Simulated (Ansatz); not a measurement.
CH5NSi, SMILES `N[C][SiH3]` (lower singlet) (charge 0, multiplicity 1). This singlet lies 1.14 eV below the relaxed triplet at the level frozen-core CCSD(T)/cc-pVTZ // PBE0-D3(BJ)/def2-TZVP (Ansatz, an electronic-structure program).

Computed with Ansatz with frozen-core fic-MRCISD+Q@CASSCF(2e,2o)/cc-pVTZ // PBE0-D3(BJ)/def2-TZVP.

Ansatz 0.2 input:
```yaml
crystal:
  periodic: [false, false, false]
  atoms:
    - { symbol: N, position_ang: [1.505596, 0.268538, 0.249805] }
    - { symbol: C, position_ang: [0.468749, -0.206075, 0.862339] }
    - { symbol: Si, position_ang: [-1.136129, -0.23448, -0.103293] }
    - { symbol: H, position_ang: [2.406216, 0.311939, 0.718261] }
    - { symbol: H, position_ang: [1.530018, 0.62873, -0.708934] }
    - { symbol: H, position_ang: [-2.1285, 0.570775, 0.654794] }
    - { symbol: H, position_ang: [-1.0501, 0.306673, -1.504786] }
    - { symbol: H, position_ang: [-1.59585, -1.646098, -0.168184] }
basis:
  gaussian: { orbitals: cc-pVTZ }
correlation:
  method: fic_mrcisd_q
  active_space: { window: { electrons: 2, orbitals: 2 } }
```

Output:

```
Functional definition: HF
936 factors; integrals over basis functions are off by at most 1.1e-3 eV
mean field evaluation 1: about -10450.5345 eV, gradient 2.4e1 eV
mean field evaluation 2: about -10450.5426 eV, gradient 2.4e1 eV
mean field evaluation 4: about -10452.5104 eV, gradient 3.3e0 eV
mean field evaluation 8: about -10452.5618 eV, gradient 1.0e-1 eV
mean field -10452.56186330 eV, -384.1245634755 hartree, gradient 2.5e-6 eV, S^2 0.000000; 0 other end points of the search recorded, 0 dependent functions left out
reference -10452.56186330 eV, -384.1245634755 hartree; 16, 16 occupied and 148, 148 virtual orbitals, 936 factors
state -10453.08052499 eV, -384.1436239411 hartree
contracted CI cycle   1: correlation 0.00000000 eV, 0.0000000000 hartree, residual 3.76e1 eV
contracted CI cycle   2: correlation -11.77074108 eV, -0.4325667563 hartree, residual 5.69e0 eV
contracted CI cycle   3: correlation -12.08382961 eV, -0.4440725474 hartree, residual 1.34e0 eV
contracted CI cycle   4: correlation -12.10241306 eV, -0.4447554765 hartree, residual 3.95e-1 eV
contracted CI cycle   5: correlation -12.10449102 eV, -0.4448318401 hartree, residual 1.50e-1 eV
contracted CI cycle   6: correlation -12.10479831 eV, -0.4448431329 hartree, residual 6.20e-2 eV
contracted CI cycle   7: correlation -12.10484681 eV, -0.4448449153 hartree, residual 2.76e-2 eV
contracted CI cycle   8: correlation -12.10485676 eV, -0.4448452810 hartree, residual 1.17e-2 eV
contracted CI cycle   9: correlation -12.10485860 eV, -0.4448453486 hartree, residual 4.55e-3 eV
contracted CI cycle  10: correlation -12.10485885 eV, -0.4448453579 hartree, residual 1.62e-3 eV
contracted CI cycle  11: correlation -12.10485889 eV, -0.4448453591 hartree, residual 5.59e-4 eV
state -10453.08052499 eV, -384.1436239411 hartree; corrected -10466.91613752 eV, -384.6520733234 hartree
state -10452.94623527 eV, -384.1386888846 hartree
contracted CI cycle   1: correlation 0.00000000 eV, 0.0000000000 hartree, residual 3.78e1 eV
contracted CI cycle   2: correlation -11.84417089 eV, -0.4352652519 hartree, residual 5.44e0 eV
contracted CI cycle   3: correlation -12.15052898 eV, -0.4465237042 hartree, residual 1.42e0 eV
contracted CI cycle   4: correlation -12.17411742 eV, -0.4473905634 hartree, residual 5.15e-1 eV
contracted CI cycle   5: correlation -12.17798452 eV, -0.4475326766 hartree, residual 2.28e-1 eV
contracted CI cycle   6: correlation -12.17862042 eV, -0.4475560456 hartree, residual 8.05e-2 eV
contracted CI cycle   7: correlation -12.17869926 eV, -0.4475589426 hartree, residual 2.80e-2 eV
contracted CI cycle   8: correlation -12.17870870 eV, -0.4475592897 hartree, residual 9.59e-3 eV
contracted CI cycle   9: correlation -12.17870993 eV, -0.4475593349 hartree, residual 3.74e-3 eV
contracted CI cycle  10: correlation -12.17871011 eV, -0.4475593416 hartree, residual 1.49e-3 eV
contracted CI cycle  11: correlation -12.17871014 eV, -0.4475593427 hartree, residual 5.84e-4 eV
state -10452.94623527 eV, -384.1386888846 hartree; corrected -10466.87961806 eV, -384.6507312580 hartree
state -10453.08052499 eV, -384.1436239411 hartree; corrected -10466.91613752 eV, -384.6520733234 hartree
Total energy: -10466.91613752 eV, -384.6520733234 hartree
```
